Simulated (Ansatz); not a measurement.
# Molecular dynamics of GaH5N2O

input.yaml

```yaml
crystal:
  periodic: [false, false, false]
  atoms:
    - { symbol: Ga, position_ang: [-0.029856, -0.023124, -0.083552] }
    - { symbol: O, position_ang: [0.002242, -0.014633, 1.693481] }
    - { symbol: H, position_ang: [-0.800061, -0.057501, 2.185584] }
    - { symbol: "N", position_ang: [1.571461, 0.089133, -0.916372] }
    - { symbol: H, position_ang: [1.70982, 0.089763, -1.905997] }
    - { symbol: H, position_ang: [2.438425, 0.155855, -0.422598] }
    - { symbol: "N", position_ang: [-1.606633, -0.147145, -0.974902] }
    - { symbol: H, position_ang: [-2.502897, -0.217665, -0.537271] }
    - { symbol: H, position_ang: [-1.692002, -0.156082, -1.971273] }
basis:
  gaussian: { orbitals: def2-SVP }
hamiltonian:
  xc: hf
md:
  timestep: 0.5
  n_steps: 150
  ensemble: nve
  temperature: 1500.0
  initial_velocities: maxwell_boltzmann
  seed: 109799
  masses: [{ species: H, mass: 2.014 }]
```

Command:

```bash
$ ansatz run input.yaml --threads 1 --pin off --max-ram 2048MiB --backend cpu --events-out ev --progress --plain --runs-dir out
```

It starts from a relaxed structure.

Output, in part (one step line in 2, the closing report, with atoms numbered from 0):

```
md step     0: t =     0.00 fs  T =  1500.0 K  F+E_penalty+E_count = -57405.11721680 eV  E_kin = 1.357230 eV  conserved = -57403.75998681 eV  (33 SCF iters)
md step     2: t =     1.00 fs  T =  1366.5 K  F+E_penalty+E_count = -57404.99466376 eV  E_kin = 1.236448 eV  conserved = -57403.75821596 eV  (34 SCF iters)
md step     4: t =     2.00 fs  T =  1107.7 K  F+E_penalty+E_count = -57404.75540965 eV  E_kin = 1.002248 eV  conserved = -57403.75316150 eV  (33 SCF iters)
md step     6: t =     3.00 fs  T =  1019.7 K  F+E_penalty+E_count = -57404.67541756 eV  E_kin = 0.922661 eV  conserved = -57403.75275621 eV  (34 SCF iters)
md step     8: t =     4.00 fs  T =  1130.8 K  F+E_penalty+E_count = -57404.78031627 eV  E_kin = 1.023178 eV  conserved = -57403.75713875 eV  (34 SCF iters)
md step    10: t =     5.00 fs  T =  1187.7 K  F+E_penalty+E_count = -57404.83356644 eV  E_kin = 1.074685 eV  conserved = -57403.75888181 eV  (34 SCF iters)
md step    12: t =     6.00 fs  T =  1060.5 K  F+E_penalty+E_count = -57404.71677849 eV  E_kin = 0.959568 eV  conserved = -57403.75721038 eV  (34 SCF iters)
md step    14: t =     7.00 fs  T =   836.6 K  F+E_penalty+E_count = -57404.51180994 eV  E_kin = 0.756977 eV  conserved = -57403.75483329 eV  (34 SCF iters)
md step    16: t =     8.00 fs  T =   668.8 K  F+E_penalty+E_count = -57404.35848717 eV  E_kin = 0.605138 eV  conserved = -57403.75334914 eV  (34 SCF iters)
md step    18: t =     9.00 fs  T =   657.1 K  F+E_penalty+E_count = -57404.34797020 eV  E_kin = 0.594584 eV  conserved = -57403.75338594 eV  (34 SCF iters)
md step    20: t =    10.00 fs  T =   798.0 K  F+E_penalty+E_count = -57404.47710171 eV  E_kin = 0.722069 eV  conserved = -57403.75503299 eV  (34 SCF iters)
md step    22: t =    11.00 fs  T =   981.2 K  F+E_penalty+E_count = -57404.64526030 eV  E_kin = 0.887774 eV  conserved = -57403.75748589 eV  (34 SCF iters)
md step    24: t =    12.00 fs  T =  1050.7 K  F+E_penalty+E_count = -57404.70959293 eV  E_kin = 0.950710 eV  conserved = -57403.75888264 eV  (34 SCF iters)
md step    26: t =    13.00 fs  T =   931.6 K  F+E_penalty+E_count = -57404.60021170 eV  E_kin = 0.842926 eV  conserved = -57403.75728607 eV  (34 SCF iters)
md step    28: t =    14.00 fs  T =   739.0 K  F+E_penalty+E_count = -57404.42239546 eV  E_kin = 0.668653 eV  conserved = -57403.75374201 eV  (34 SCF iters)
md step    30: t =    15.00 fs  T =   684.9 K  F+E_penalty+E_count = -57404.37319651 eV  E_kin = 0.619725 eV  conserved = -57403.75347133 eV  (34 SCF iters)
md step    32: t =    16.00 fs  T =   785.4 K  F+E_penalty+E_count = -57404.46730638 eV  E_kin = 0.710624 eV  conserved = -57403.75668252 eV  (34 SCF iters)
md step    34: t =    17.00 fs  T =   852.8 K  F+E_penalty+E_count = -57404.52960095 eV  E_kin = 0.771585 eV  conserved = -57403.75801552 eV  (34 SCF iters)
md step    36: t =    18.00 fs  T =   787.0 K  F+E_penalty+E_count = -57404.46893904 eV  E_kin = 0.712121 eV  conserved = -57403.75681802 eV  (34 SCF iters)
md step    38: t =    19.00 fs  T =   648.1 K  F+E_penalty+E_count = -57404.34152206 eV  E_kin = 0.586402 eV  conserved = -57403.75512020 eV  (34 SCF iters)
md step    40: t =    20.00 fs  T =   542.8 K  F+E_penalty+E_count = -57404.24519662 eV  E_kin = 0.491091 eV  conserved = -57403.75410516 eV  (34 SCF iters)
md step    42: t =    21.00 fs  T =   538.6 K  F+E_penalty+E_count = -57404.24148732 eV  E_kin = 0.487325 eV  conserved = -57403.75416274 eV  (34 SCF iters)
md step    44: t =    22.00 fs  T =   633.7 K  F+E_penalty+E_count = -57404.32840258 eV  E_kin = 0.573354 eV  conserved = -57403.75504850 eV  (34 SCF iters)
md step    46: t =    23.00 fs  T =   772.8 K  F+E_penalty+E_count = -57404.45535302 eV  E_kin = 0.699283 eV  conserved = -57403.75606986 eV  (34 SCF iters)
md step    48: t =    24.00 fs  T =   888.8 K  F+E_penalty+E_count = -57404.56131211 eV  E_kin = 0.804165 eV  conserved = -57403.75714663 eV  (34 SCF iters)
md step    50: t =    25.00 fs  T =   912.9 K  F+E_penalty+E_count = -57404.58416372 eV  E_kin = 0.826027 eV  conserved = -57403.75813652 eV  (34 SCF iters)
md step    52: t =    26.00 fs  T =   803.4 K  F+E_penalty+E_count = -57404.48380302 eV  E_kin = 0.726921 eV  conserved = -57403.75688238 eV  (34 SCF iters)
md step    54: t =    27.00 fs  T =   651.7 K  F+E_penalty+E_count = -57404.34387750 eV  E_kin = 0.589698 eV  conserved = -57403.75417937 eV  (34 SCF iters)
md step    56: t =    28.00 fs  T =   612.4 K  F+E_penalty+E_count = -57404.30867755 eV  E_kin = 0.554094 eV  conserved = -57403.75458399 eV  (34 SCF iters)
md step    58: t =    29.00 fs  T =   665.6 K  F+E_penalty+E_count = -57404.35895965 eV  E_kin = 0.602238 eV  conserved = -57403.75672208 eV  (34 SCF iters)
md step    60: t =    30.00 fs  T =   677.2 K  F+E_penalty+E_count = -57404.37009366 eV  E_kin = 0.612778 eV  conserved = -57403.75731531 eV  (35 SCF iters)
md step    62: t =    31.00 fs  T =   590.9 K  F+E_penalty+E_count = -57404.29120464 eV  E_kin = 0.534633 eV  conserved = -57403.75657203 eV  (34 SCF iters)
md step    64: t =    32.00 fs  T =   441.8 K  F+E_penalty+E_count = -57404.15532578 eV  E_kin = 0.399758 eV  conserved = -57403.75556788 eV  (34 SCF iters)
md step    66: t =    33.00 fs  T =   295.7 K  F+E_penalty+E_count = -57404.02217648 eV  E_kin = 0.267564 eV  conserved = -57403.75461261 eV  (34 SCF iters)
md step    68: t =    34.00 fs  T =   221.7 K  F+E_penalty+E_count = -57403.95432611 eV  E_kin = 0.200615 eV  conserved = -57403.75371129 eV  (34 SCF iters)
md step    70: t =    35.00 fs  T =   278.5 K  F+E_penalty+E_count = -57404.00580757 eV  E_kin = 0.251961 eV  conserved = -57403.75384659 eV  (34 SCF iters)
md step    72: t =    36.00 fs  T =   448.5 K  F+E_penalty+E_count = -57404.16196067 eV  E_kin = 0.405826 eV  conserved = -57403.75613417 eV  (34 SCF iters)
md step    74: t =    37.00 fs  T =   586.9 K  F+E_penalty+E_count = -57404.28976392 eV  E_kin = 0.531005 eV  conserved = -57403.75875891 eV  (34 SCF iters)
md step    76: t =    38.00 fs  T =   541.6 K  F+E_penalty+E_count = -57404.24835249 eV  E_kin = 0.490072 eV  conserved = -57403.75828006 eV  (34 SCF iters)
md step    78: t =    39.00 fs  T =   359.9 K  F+E_penalty+E_count = -57404.08006850 eV  E_kin = 0.325640 eV  conserved = -57403.75442880 eV  (34 SCF iters)
md step    80: t =    40.00 fs  T =   279.2 K  F+E_penalty+E_count = -57404.00517504 eV  E_kin = 0.252619 eV  conserved = -57403.75255575 eV  (34 SCF iters)
md step    82: t =    41.00 fs  T =   412.3 K  F+E_penalty+E_count = -57404.12835329 eV  E_kin = 0.373094 eV  conserved = -57403.75525966 eV  (34 SCF iters)
md step    84: t =    42.00 fs  T =   601.0 K  F+E_penalty+E_count = -57404.30173225 eV  E_kin = 0.543781 eV  conserved = -57403.75795171 eV  (34 SCF iters)
md step    86: t =    43.00 fs  T =   661.8 K  F+E_penalty+E_count = -57404.35700998 eV  E_kin = 0.598852 eV  conserved = -57403.75815755 eV  (34 SCF iters)
md step    88: t =    44.00 fs  T =   564.1 K  F+E_penalty+E_count = -57404.26697121 eV  E_kin = 0.510388 eV  conserved = -57403.75658275 eV  (34 SCF iters)
md step    90: t =    45.00 fs  T =   407.6 K  F+E_penalty+E_count = -57404.12310565 eV  E_kin = 0.368835 eV  conserved = -57403.75427015 eV  (34 SCF iters)
md step    92: t =    46.00 fs  T =   342.9 K  F+E_penalty+E_count = -57404.06323457 eV  E_kin = 0.310240 eV  conserved = -57403.75299449 eV  (34 SCF iters)
md step    94: t =    47.00 fs  T =   450.5 K  F+E_penalty+E_count = -57404.16165940 eV  E_kin = 0.407639 eV  conserved = -57403.75402039 eV  (34 SCF iters)
md step    96: t =    48.00 fs  T =   666.8 K  F+E_penalty+E_count = -57404.35957455 eV  E_kin = 0.603372 eV  conserved = -57403.75620229 eV  (34 SCF iters)
md step    98: t =    49.00 fs  T =   848.6 K  F+E_penalty+E_count = -57404.52584653 eV  E_kin = 0.767841 eV  conserved = -57403.75800561 eV  (34 SCF iters)
md step   100: t =    50.00 fs  T =   880.3 K  F+E_penalty+E_count = -57404.55472679 eV  E_kin = 0.796493 eV  conserved = -57403.75823381 eV  (34 SCF iters)
md step   102: t =    51.00 fs  T =   763.9 K  F+E_penalty+E_count = -57404.44694204 eV  E_kin = 0.691207 eV  conserved = -57403.75573532 eV  (35 SCF iters)
md step   104: t =    52.00 fs  T =   666.4 K  F+E_penalty+E_count = -57404.35586135 eV  E_kin = 0.602936 eV  conserved = -57403.75292568 eV  (34 SCF iters)
md step   106: t =    53.00 fs  T =   751.2 K  F+E_penalty+E_count = -57404.43414898 eV  E_kin = 0.679722 eV  conserved = -57403.75442691 eV  (34 SCF iters)
md step   108: t =    54.00 fs  T =   931.4 K  F+E_penalty+E_count = -57404.60066569 eV  E_kin = 0.842705 eV  conserved = -57403.75796078 eV  (34 SCF iters)
md step   110: t =    55.00 fs  T =   991.6 K  F+E_penalty+E_count = -57404.65591253 eV  E_kin = 0.897236 eV  conserved = -57403.75867661 eV  (34 SCF iters)
md step   112: t =    56.00 fs  T =   874.2 K  F+E_penalty+E_count = -57404.54750659 eV  E_kin = 0.791013 eV  conserved = -57403.75649391 eV  (34 SCF iters)
md step   114: t =    57.00 fs  T =   704.6 K  F+E_penalty+E_count = -57404.39184888 eV  E_kin = 0.637513 eV  conserved = -57403.75433540 eV  (34 SCF iters)
md step   116: t =    58.00 fs  T =   618.5 K  F+E_penalty+E_count = -57404.31362683 eV  E_kin = 0.559660 eV  conserved = -57403.75396687 eV  (34 SCF iters)
md step   118: t =    59.00 fs  T =   647.8 K  F+E_penalty+E_count = -57404.34073727 eV  E_kin = 0.586180 eV  conserved = -57403.75455755 eV  (34 SCF iters)
md step   120: t =    60.00 fs  T =   753.4 K  F+E_penalty+E_count = -57404.43718611 eV  E_kin = 0.681673 eV  conserved = -57403.75551330 eV  (34 SCF iters)
md step   122: t =    61.00 fs  T =   865.3 K  F+E_penalty+E_count = -57404.53989884 eV  E_kin = 0.782905 eV  conserved = -57403.75699380 eV  (34 SCF iters)
md step   124: t =    62.00 fs  T =   891.5 K  F+E_penalty+E_count = -57404.56450104 eV  E_kin = 0.806605 eV  conserved = -57403.75789621 eV  (34 SCF iters)
md step   126: t =    63.00 fs  T =   794.9 K  F+E_penalty+E_count = -57404.47537612 eV  E_kin = 0.719241 eV  conserved = -57403.75613473 eV  (34 SCF iters)
md step   128: t =    64.00 fs  T =   698.7 K  F+E_penalty+E_count = -57404.38549090 eV  E_kin = 0.632191 eV  conserved = -57403.75330010 eV  (34 SCF iters)
md step   130: t =    65.00 fs  T =   765.6 K  F+E_penalty+E_count = -57404.44716392 eV  E_kin = 0.692696 eV  conserved = -57403.75446806 eV  (34 SCF iters)
md step   132: t =    66.00 fs  T =   930.0 K  F+E_penalty+E_count = -57404.59910550 eV  E_kin = 0.841437 eV  conserved = -57403.75766812 eV  (34 SCF iters)
md step   134: t =    67.00 fs  T =  1001.5 K  F+E_penalty+E_count = -57404.66416941 eV  E_kin = 0.906193 eV  conserved = -57403.75797668 eV  (34 SCF iters)
md step   136: t =    68.00 fs  T =   941.0 K  F+E_penalty+E_count = -57404.60786430 eV  E_kin = 0.851477 eV  conserved = -57403.75638730 eV  (34 SCF iters)
md step   138: t =    69.00 fs  T =   833.4 K  F+E_penalty+E_count = -57404.50945091 eV  E_kin = 0.754046 eV  conserved = -57403.75540524 eV  (34 SCF iters)
md step   140: t =    70.00 fs  T =   746.2 K  F+E_penalty+E_count = -57404.42997036 eV  E_kin = 0.675137 eV  conserved = -57403.75483333 eV  (34 SCF iters)
md step   142: t =    71.00 fs  T =   720.8 K  F+E_penalty+E_count = -57404.40642812 eV  E_kin = 0.652165 eV  conserved = -57403.75426297 eV  (34 SCF iters)
md step   144: t =    72.00 fs  T =   789.2 K  F+E_penalty+E_count = -57404.46853590 eV  E_kin = 0.714046 eV  conserved = -57403.75448991 eV  (34 SCF iters)
md step   146: t =    73.00 fs  T =   930.8 K  F+E_penalty+E_count = -57404.59821508 eV  E_kin = 0.842242 eV  conserved = -57403.75597273 eV  (34 SCF iters)
md step   148: t =    74.00 fs  T =  1049.9 K  F+E_penalty+E_count = -57404.70767114 eV  E_kin = 0.949928 eV  conserved = -57403.75774324 eV  (34 SCF iters)
md step   150: t =    75.00 fs  T =  1042.6 K  F+E_penalty+E_count = -57404.70102091 eV  E_kin = 0.943372 eV  conserved = -57403.75764917 eV  (34 SCF iters)
Total energy: -57404.70102091 eV, -2109.5838522144 hartree
Atom 0 at    -0.015127    -0.050585    -0.091400 Å, force    -0.185894    -0.017111    -1.551119 eV/Å
Atom 1 at    -0.023112    -0.083751     1.660797 Å, force    -1.602298     1.346805     1.221422 eV/Å
Atom 2 at    -0.813260     0.418112     1.943548 Å, force     1.435844    -1.104501     0.034644 eV/Å
Atom 3 at     1.627026     0.187369    -0.916996 Å, force    -3.351240    -0.410944    -0.057215 eV/Å
Atom 4 at     1.828887    -0.168440    -1.811576 Å, force     0.526381    -0.146000    -0.703588 eV/Å
Atom 5 at     2.381280     0.407935    -0.360796 Å, force     1.924161     0.279175     0.987849 eV/Å
Atom 6 at    -1.709792    -0.172608    -0.902599 Å, force     1.259108     0.271715    -0.135755 eV/Å
Atom 7 at    -2.539404     0.231021    -0.474407 Å, force     0.581254    -0.321934    -0.531210 eV/Å
Atom 8 at    -1.681726    -0.080650    -1.915502 Å, force    -0.587316     0.102794     0.734972 eV/Å
Dipole moment:    -0.154030     0.240536    -0.353576 e Å
```

The run went to its last step. The conserved energy stayed within 0.89 meV per atom of its start (net change 0.26 meV per atom), so the integration is sound. Over the second half the temperature averaged 0.48 of the 1500 K drawn at the start: a run that starts near a minimum puts about half its kinetic energy into the potential. A run of 0.075 ps of so small a system gives no equilibrium averages.

The same pairs are bonded in the first frame and the last. Pairs count as bonded within 1.25 times the sum of covalent radii (0.12 Å more for H–H).

Last frame:

```xyz
9
Properties=species:S:1:pos:R:3
Ga -0.015 -0.051 -0.091
O -0.023 -0.084 1.661
H -0.813 0.418 1.944
N 1.627 0.187 -0.917
H 1.829 -0.168 -1.812
H 2.381 0.408 -0.361
N -1.710 -0.173 -0.903
H -2.539 0.231 -0.474
H -1.682 -0.081 -1.915
```

The run took 11 min on 1 thread of AMD EPYC 7R43 64-Core Processor (Zen 3), on a shared host, peak memory 0.21 GiB.
